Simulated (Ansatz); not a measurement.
`F[CH2][AlH][F]` → `[F][AlH2]` + `[CH]F` at 298.15 K and 1 bar (formal loss of a carbene).

Isolated molecules relaxed with PBE0-D4/def2-TZVP in Ansatz; ΔE leaves out vibrations. CCSD(T)/CBS adds triple-zeta CCSD(T) − MP2 to the extrapolated MP2 energy (def2 sets, frozen cores). This one scheme is used for every species. One conformer a species, not always the lowest.

```csv
species,CCSD(T)/CBS energy (Eh),H − E (kJ/mol),S (J/(mol·K))
`F[CH2][AlH][F]`,-481.50843,117.2,317.6
`[F][AlH2]`,-343.06661,51.4,241.2
`[CH]F`,-138.29972,42.7,223.2
```

H − E and S are ideal-gas, rigid-rotor, harmonic terms from PBE0-D4/def2-TZVP, for one conformer and one mirror image of each species. 1 Eh = 2625.50 kJ/mol, R = 8.31446 J/(mol·K).

Problem. By hand: ΔE, ΔH, ΔS and ΔG.

Solution. ΔE = (-343.06661) + (-138.29972) − (-481.50843) = 0.14210 Eh = 373.1 kJ/mol. Δ(H − E) = 51.4 + 42.7 − 117.2 = -23.1, so ΔH = 350.0 kJ/mol. ΔS = 241.2 + 223.2 − 317.6 = 146.8 J/(mol·K). ΔG = 350.0 − 298.15 × (146.8)/1000 = 306.2 kJ/mol.

Problem. By hand: the equilibrium constant, and the temperature at which ΔG would vanish if ΔH and ΔS stayed fixed.

Solution. log₁₀ K = −ΔG/(RT ln 10) = -53.6. ΔG = 0 at ΔH/ΔS = 2384 K.

The number of gas molecules changes by +1, which sets the sign of ΔS. A doubt of 5 kJ/mol in ΔE shifts log₁₀ K by 0.9 here. Other conformers and mirror images would add mixing entropy, several J/(mol·K) or more a flexible species. These are equilibria of isolated gas molecules and say nothing of rates. Largest T1 diagnostic: 0.018 (customary marks: 0.02 for closed shells, 0.045 for open ones).
